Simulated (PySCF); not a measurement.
Isomers of C10H12, from PBE0-D3(BJ)/def2-SVP geometry optimisation, gas phase (PySCF). One conformer each, no zero-point energy, no frequencies.

Task: Which isomer lies lower at this level?
A. `[CH2:1]=[C:2]([CH3:3])[CH2:4][C:5]#[C:6][C@H:7]1[CH2:8][C:9]1=[CH2:10]` with C1–C2–C4–C5 122°: A = 2924, B = 531.7, C = 516.0 MHz, dipole 0.48 D
B. `[CH:1]#[C:2]/[CH:3]=[CH:4]/[C@:5]12[CH2:6][CH2:7][C@H:8]([CH2:9]1)[CH2:10]2` with C3–C4–C5–C6 -119°: A = 4188, B = 653.9, C = 635.1 MHz, dipole 1.19 D

Result: B. That is `C(/[C@]12C[C@H](CC1)C2)=C\C#C`, 25.8 kcal/mol below the other.

```csv
SMILES,mapped SMILES,E (Eh),relative (kcal/mol),relative (kJ/mol),dipole (D)
C#C/C=C/[C@]12CC[C@H](C1)C2,[CH:1]#[C:2]/[CH:3]=[CH:4]/[C@:5]12[CH2:6][CH2:7][C@H:8]([CH2:9]1)[CH2:10]2,-387.44328,0.0,0.0,1.19
C=C(C)CC#C[C@H]1CC1=C,[CH2:1]=[C:2]([CH3:3])[CH2:4][C:5]#[C:6][C@H:7]1[CH2:8][C:9]1=[CH2:10],-387.40224,25.8,107.7,0.48
```

As drawn, the lower has a four-membered ring and a quaternary carbon, which the higher lacks; the higher has a three-membered ring, which the lower lacks.
